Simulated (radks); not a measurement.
Results of a calculation; reference values are marked as such.
Pb LXXXI, configuration [He].

Code: a radial shooting solver on a logarithmic mesh with Libxc functionals. Model: scalar-relativistic Kohn-Sham, PBE, spin-unpolarised, spherical densities, point nucleus.

Energy parts (hartree):
part                       energy
total                  -7406.0490
kinetic                 9232.4858
electron-nucleus      -16698.3849
Hartree                  119.5081
exchange-correlation     -59.6580

Orbitals (lengths in bohr, moments of r in powers of bohr; r(90%) holds 90 % of the orbital's charge):
orbital,occ.,eigenvalue (hartree),<r^4>,<r>,r(90%)
1s,2,-3651.305,3.437e-07,0.01597,0.0292

The highest occupied level is 1s at -99357 eV. The density falls to 0.001 e/bohr^3 at r = 0.12 bohr.
